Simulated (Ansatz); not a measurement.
Caution, from a PySCF single point (B3LYP-D3(BJ)/def2-TZVPD) at this geometry: the highest occupied level lies above zero, so the state may not be bound. This singlet lies 1.04 eV below the relaxed triplet at the level frozen-core CCSD(T)/aug-cc-pVTZ // B3LYP-D3(BJ)/def2-TZVPD (Ansatz, a program for electronic structure).

Species: H₂BO₂, SMILES `O[B-]O` (lower singlet; H–O–B–O torsion 0°, O–B–O–H torsion 0°) (charge -1, multiplicity 1).

Task: Give a relaxed geometry from B3LYP-D3(BJ)/def2-TZVPD (Ansatz).

Result: Several could match; the one computed here: the end point of this relaxation, one of several conformers (outside a Z-matrix the atoms follow the SMILES, hydrogens last).
Cartesian coordinates (Å) in one orientation:
```xyz
5

O     -1.179     0.262    -0.074
B      0.007     0.962     0.024
O      1.183     0.240     0.087
H     -1.023    -0.723    -0.088
H      1.012    -0.742     0.051
```
